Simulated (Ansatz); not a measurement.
# Ligand exchange: C3H5Br + SiH3(SiH3) → C3H6 + SiH2(SiH3)Br

Species: C3H5Br (allyl bromide) `C=CCBr`, singlet; SiH3(SiH3) (disilane), singlet; C3H6 `C=CC`, singlet; SiH2(SiH3)Br, singlet. The partners trade Br for H: C–Br and Si–H bonds give way to C–H and Si–Br.

Shapes, held fixed at every level: PBE0-D4/def2-TZVP. Flexible molecules stand in one conformer, not always the lowest. Programs: Ansatz 0.2.0. The zero-point and thermal change to 298 K, harmonic and unscaled (PBE0-D4/def2-TZVP), is +7.3 kJ/mol.

```
               level                   kind  ΔH(298 K) (kJ/mol)  less CCSD(T)/def2-TZVPP
         HF/def2-SVP           Hartree–Fock              -142.2                    -12.9
       HF/def2-TZVPP           Hartree–Fock              -141.8                    -12.5
r2SCAN-D4/def2-TZVPP               meta-GGA              -135.8                     -6.5
  PBE0-D4/def2-TZVPP          global hybrid              -135.6                     -6.3
        MP2/def2-SVP    perturbation theory              -135.7                     -6.4
      MP2/def2-TZVPP    perturbation theory              -134.3                     -5.0
    CCSD(T)/def2-SVP  coupled cluster or CI              -130.6                     -1.3
  CCSD(T)/def2-TZVPP  coupled cluster or CI              -129.3                      0.0
```

The highest level, CCSD(T)/def2-TZVPP, gives ΔH(298 K) = -129.3 kJ/mol; the levels span -142.2 to -129.3. The column of differences is taken from that level and isn't an error. No measured value is set beside it here. Relativity is left out for Br. Outer-core shells of Br are correlated in most correlated rows, in sets that cover them unevenly.
